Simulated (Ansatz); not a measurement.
Two isomers of C3H5BO: A = `O=C1CBC1`, B = `OCC1=CB1`.

Computed with Ansatz on PBE0-D4/def2-TZVP structures; ΔE is electronic, products minus reactants. CCSD(T)/CBS is the MP2 limit (def2-TZVPP, def2-QZVPP) plus CCSD(T) − MP2 in def2-TZVPP, frozen cores. Functionals use def2-TZVPP. B3LYP here is the variant with VWN-RPA as its local correlation; programs differ in this. Each species was taken in one conformer, which may not be the lowest.

A:

```xyz
10

O     1.859   -1.123   -0.332
C     0.896   -0.482   -0.029
C    -0.477   -0.900    0.492
B    -0.975    0.374   -0.298
C     0.493    0.956   -0.349
H    -0.808   -1.926    0.343
H    -0.549   -0.661    1.564
H    -2.024    0.721   -0.742
H     0.961    1.460   -1.194
H     0.623    1.581    0.546
```

B:

```xyz
10

O     0.820    1.232    1.486
C     0.017    0.117    1.185
C    -0.061   -0.200   -0.250
C    -0.526   -1.136   -1.103
B     0.130    0.027   -1.694
H     0.716    1.867    0.772
H     0.433   -0.735    1.731
H    -1.012    0.254    1.554
H    -1.035   -2.089   -1.067
H     0.518    0.662   -2.613
```

(1) Which isomer does CCSD(T)/CBS put lower? Give the gap. (Estimate.)

(2) Give E(B) − E(A) in kcal/mol with LDA (SPW92), ωB97M-V, B3LYP-D4, HF/def2-TZVPP, CCSD(T)/def2-TZVPP, PBE0-D4, PBE-D4. (An estimate is asked.)

(3) Does the order hold for the free energy at 298.15 K (harmonic terms from PBE0-D4)? (Estimate.)

Largest T1 diagnostic: 0.014.

## Answers

(1) Computed: A, by 13.5 kcal/mol.

(2) Computed: LDA (SPW92) 15.8, ωB97M-V 13.7, B3LYP-D4 13.6, HF/def2-TZVPP 11.5, CCSD(T)/def2-TZVPP 14.4, PBE0-D4 14.8, PBE-D4 16.0. None reverses the order clearly.

(3) The calculation gave: Yes: G(B) − G(A) = +14.3 kcal/mol, for one conformer each.

Leaving LDA and LC-ωPBE aside and taking each functional with its dispersion term where it has one, the values, not all of them listed here, spread over 4.5 kcal/mol, from BHLYP-D4 to revPBE-D4. At CCSD(T), def2-SVP lies +2.5 kcal/mol from the extrapolated value and def2-TZVPP +0.9 kcal/mol.
